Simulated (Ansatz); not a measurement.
Results of the Gaussian-basis code of Ansatz.

`C=CO[SiH2]F` at its PBE0-D4/def2-TZVP geometry, where that method's forces vanish. Charge 0, multiplicity 1.

| atom | x (Å) | y (Å) | z (Å) |
| --- | --- | --- | --- |
| C1 | -0.493 | 1.779 | 1.007 |
| C2 | -0.269 | 0.855 | 0.089 |
| O3 | 0.404 | -0.296 | 0.361 |
| Si4 | 0.545 | -1.598 | -0.617 |
| F5 | -0.758 | -2.507 | -0.523 |
| H6 | -0.158 | 1.652 | 2.029 |
| H7 | -1.022 | 2.682 | 0.738 |
| H8 | -0.600 | 0.970 | -0.942 |
| H9 | 1.690 | -2.376 | -0.116 |
| H10 | 0.662 | -1.160 | -2.027 |

**Question.** For each bond, give half the difference of the two atoms' forces along it (eV/Å; positive pushes the atoms apart) under PBE-D4, r2SCAN-D4, B3LYP-D4, ωB97M-V in def2-TZVPP. (Best estimate.)

**Answer.** The calculation gave: 
```
   bond  length (Å)  PBE-D4  r2SCAN-D4  B3LYP-D4  ωB97M-V
  C1–C2       1.322    0.33       0.14      0.03    -0.10
  C1–H6       1.083    0.00      -0.08     -0.07    -0.04
  C1–H7       1.081    0.00      -0.07     -0.08    -0.05
  C2–O3       1.360    0.16       0.23      0.26     0.34
  C2–H8       1.089   -0.04      -0.12     -0.15    -0.14
 O3–Si4       1.635    0.23       0.00      0.02     0.01
 Si4–F5       1.592    0.48       0.03      0.21     0.18
 Si4–H9       1.473   -0.03      -0.04     -0.15    -0.19
Si4–H10       1.481   -0.05      -0.05     -0.11    -0.16
```

B3LYP here is the variant with VWN-RPA as its local correlation; programs differ in this.
